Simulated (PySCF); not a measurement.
# Structure from NMR data

An unknown has the formula C$_{3}$H$_{4}$F$_{4}$O. Its calculated NMR data are:

1H NMR (400 MHz, computed): δ 5.87 (m, 1H), 3.98 (s, 3H).

13C{1H} NMR (computed): δ 126.1 (C), 116.0 (CH), 52.6 (CH3).

- geometry from GFN2-xTB
- NMR shieldings at PBE0/pcSseg-1/GIAO
- code: PySCF 2.14.0 with density-fitted response routines
- no solvent, one conformer, non-relativistic Hamiltonian, rapidly exchanging positions averaged

References, each an isolated molecule treated in the same way: 1H (σ = 31.72 ppm), 13C (σ = 186.93 ppm) against TMS.

Problem. Deduce the structure.

Solution. 
The formula gives 0 degrees of unsaturation. 3 carbon signals for 3 carbons: no two carbons are equivalent. Carbon types of the structure: 1 × C, 1 × CH, 1 × CH3, which accounts for all hydrogens. δC 126.1: fully substituted sp3 carbon bonded to 2 F and O; 3 electronegative neighbours deshield it. δC 116.0: sp3 CH bonded to 2 F; 2 electronegative neighbours deshield it. δC 52.6: methyl carbon bonded to O; the inductive effect lowers its shielding. δH 5.87: hydrogen on an sp3 CH bonded to 2 F; its carbon carries F, which withdraws density. δH 3.98: hydrogen on a methyl carbon bonded to O; its carbon carries O, an electronegative neighbour.

The compound is SMILES FC(OC)(F)C(F)F.

This is the structure that produced the data.

Splittings by 19F in the carbon and heteronuclear signals aren't shown, as no couplings were computed. Shifts are as computed. Against solution values, carbons near 30 ppm lie about +3 ppm off and those near 130 ppm about +5 ppm. Of 1211 compounds with measured shifts, 218 miss one by over three times the rms of a fit or turn the order of signals round; such compounds aren't used in these exercises. No couplings were computed; multiplicities are counted from neighbouring protons, with m where these are inequivalent, close in shift, in a saturated or five-membered ring or joined by F or P, and br s for small geminal =CH2 splittings.
